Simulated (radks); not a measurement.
The numbers below are computed, except where a source is named.
All-electron atom: Ge+ in [Ar] 3d10 4s2 4p1.

Code: a radial shooting solver on a logarithmic mesh with Libxc functionals. Model: scalar-relativistic Kohn-Sham, Slater X-alpha with alpha = 0.91, spin-polarised, spherical densities, finite nucleus; open shells are filled with parallel spins first; Fermi nuclear charge, rms radius 4.0742 fm.

Energy parts (eV):
| part | energy |
|---|---|
| total | -57682.798 |
| kinetic | 58762.106 |
| electron-nucleus | -138339.169 |
| Hartree | 24656.810 |
| exchange | -2762.545 |

Orbitals (lengths in bohr, moments of r in powers of bohr):
| orbital | occ. | eigenvalue (eV) | <r> | <r^4> |
|---|---|---|---|---|
| 1s up | 1 | -11043.33 | 0.04693 | 0.00002258 |
| 1s down | 1 | -11043.27 | 0.04693 | 0.00002258 |
| 2s up | 1 | -1402.204 | 0.2092 | 0.004611 |
| 2s down | 1 | -1402.196 | 0.2092 | 0.004611 |
| 2p up | 3 | -1232.584 | 0.1826 | 0.003351 |
| 2p down | 3 | -1232.551 | 0.1826 | 0.003351 |
| 3s up | 1 | -184.6098 | 0.6195 | 0.3155 |
| 3s down | 1 | -184.5536 | 0.6193 | 0.3145 |
| 3p up | 3 | -131.8683 | 0.6395 | 0.4011 |
| 3p down | 3 | -131.7920 | 0.6389 | 0.3984 |
| 3d up | 5 | -44.4694 | 0.7129 | 1.004 |
| 3d down | 5 | -44.2992 | 0.7084 | 0.9565 |
| 4s up | 1 | -22.4226 | 1.967 | 31.10 |
| 4s down | 1 | -20.7200 | 1.949 | 30.43 |
| 4p up | 1 | -13.2965 | 2.406 | 73.75 |
| 4p down | 0 | -11.4506 | 2.415 | 78.36 |

The highest occupied level is 4p up at -13.297 eV. Spin moment in Bohr magnetons: 1. The electron density at the nucleus is 3.216e+04 e/bohr^3 (large components only).
